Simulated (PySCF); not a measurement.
PySCF 2.14 output of an unrestricted M06 calculation on a single atom or ion in aug-cc-pV5Z-PP with ECP28MDF (8s8p6d4f3g2h, 139 functions), with a scalar-relativistic core potential:

```
SCF conv_tol = 1e-09
number electrons alpha = 11  beta = 10
    Y. Zhao and D. G. Truhlar.,  Theor. Chem. Acc. 120, 215 (2008)
    Y. Zhao and D. G. Truhlar.,  Theor. Chem. Acc. 120, 215 (2008)
cycle= 1 E= -213.801734861046  delta_E= -0.00922  |g|= 0.0318  |ddm|= 1.71
cycle= 2 E= -213.80183319241  delta_E= -9.83e-05  |g|= 0.0273  |ddm|= 0.217
cycle= 3 E= -213.801960110841  delta_E= -0.000127  |g|= 0.000755  |ddm|= 0.0776
cycle= 4 E= -213.801960606993  delta_E= -4.96e-07  |g|= 0.00011  |ddm|= 0.0156
cycle= 5 E= -213.801960620672  delta_E= -1.37e-08  |g|= 1.58e-05  |ddm|= 0.00214
cycle= 6 E= -213.801960620903  delta_E= -2.31e-10  |g|= 1.76e-06  |ddm|= 0.000343
converged SCF energy = -213.801960620903  <S^2> = 0.75034802  2S+1 = 2.000348
```

The run itself started from symmetry-adapted Hartree-Fock orbitals and held the occupation by maximum overlap, on a logarithmic radial grid, so the iterations belong to that start.

Q: Which element, charge and spin multiplicity is this?

A: Sn⁺ (tin, charge +1), multiplicity 2; the state was [Kr] 4d10 5s2 5d1, 2D determinant (an excited configuration).

Energies and moments cover only the electrons outside the core potential. The outer electron is Rydberg-like, and this basis confines it to a smaller radius and binds it less than a complete one would.
